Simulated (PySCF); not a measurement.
## Electric field gradients and quadrupole coupling constants

Species: C4H5F3O2.
Z-matrix (Å and degrees, PBE0-D3(BJ)/def2-SVP geometry), rows numbered from 1:
```
C 
C   1  1.5101
O   2  1.4356  1  111.42
C   3  1.3195  2  116.90  1    81.74
O   4  1.1961  3  127.24  2     0.80
C   4  1.5396  3  109.61  2  -179.70
F   6  1.3202  4  110.15  3   176.69
F   6  1.3305  4  110.27  3   -63.23
F   6  1.3303  4  110.48  3    56.49
H   1  1.1001  2  109.69  3   175.46
H   1  1.0998  2  110.91  3    55.90
H   1  1.0992  2  110.87  3   -65.32
H   2  1.1001  1  111.31  3   121.29
H   2  1.0978  1  111.79  3  -116.41
```

Field gradients from the PBE0/pcSseg-1 density (PySCF, non-relativistic), principal values in atomic units, ordered |Vxx| ≤ |Vyy| ≤ |Vzz|:

```tsv
atom	Vxx	Vyy	Vzz
O3	-0.5817	-1.0792	1.6608
O5	0.6093	1.0496	-1.6589
```

**Question.** Find the asymmetry η = (Vxx − Vyy)/Vzz and the couplings χ = eQV/h (234.96 MHz × Q in barn × V in au), with Q(17O) = −0.0256 b.

**Answer.** 
| atom | environment | nucleus | η | χzz (MHz) | χxx (MHz) | χyy (MHz) |
| --- | --- | --- | --- | --- | --- | --- |
| O3 | ester single-bonded oxygen | 17O | 0.30 | -9.99 | 3.50 | 6.49 |
| O5 | ester carbonyl oxygen | 17O | 0.27 | 9.98 | -3.67 | -6.31 |

The tensor is traceless: Vxx + Vyy + Vzz = 0.

**Question.** What is Vzz at O5 in SI units (1 au = 9.71736 × 10²¹ V/m²)?

**Answer.** -1.6589 au = -16.121 × 10²¹ V/m².

Were the hydrogens deuterons (Q(2H) = 0.00286 b), χzz would run from 185 kHz (H13) to 196 kHz (H10 and H11).

One conformer (not necessarily the lowest) at the PBE0-D3(BJ)/def2-SVP geometry, without solvent, vibrations or thermal averaging. The small basis limits the accuracy of the gradients.
